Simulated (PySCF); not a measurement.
Gas-phase reaction: TaCl4NH2 = TaCl3NH + HCl

Computed with PySCF and rigid-rotor harmonic-oscillator thermochemistry at 1 bar. † marks an energy on the PBE0/def2-TZVP geometry and frequencies; other levels use their own. MP2 and CCSD(T) freeze the core. All species are closed-shell singlets. Ta: scalar-relativistic def2 core potential, no spin-orbit coupling. TaCl4NH2, TaCl3NH: computed as isolated molecules; such fragments, hydroxides, amides, oligomers or adducts are transient or little studied in the gas. MP2 isn't extrapolated to the basis-set limit; its ΔH°(298 K) is 86.9 kJ in def2-SVP and 98.2 kJ in def2-TZVPP. CCSD(T) isn't extrapolated to the basis-set limit. The harmonic model lacks anharmonicity and excited electronic states, which grow with temperature; levels with a mode under 35 cm⁻¹ are left out. Soft modes under 120 cm⁻¹ make the harmonic entropy rough for TaCl4NH2, TaCl3NH.

| level | ΔE electronic, kJ | ΔH°(298 K), kJ | ΔS°(298 K), J/K | ΔG°(1200 K), kJ |
|---|---|---|---|---|
| BLYP/def2-TZVP† | 110 | 96 | 143 | -72 |
| CCSD(T)/def2-SVP† | 116 | 102 | 143 | -66 |
| M06-2X/def2-TZVP† | 140 | 126 | 143 | -42 |
| MP2/def2-SVP† | 101 | 87 | 143 | -81 |
| MP2/def2-TZVPP† | 112 | 98 | 143 | -70 |
| PBE/def2-SVP | 144 | 131 | 142 | -34 |
| PBE/def2-TZVP† | 132 | 117 | 143 | -51 |
| PBE0/def2-QZVP† | 136 | 121 | 143 | -46 |
| PBE0/def2-TZVP | 136 | 122 | 143 | -46 |
| r2SCAN/def2-TZVP† | 149 | 134 | 143 | -34 |
ΔH° is lowest at MP2/def2-SVP† and highest at r2SCAN/def2-TZVP†. No reference value is set beside these.
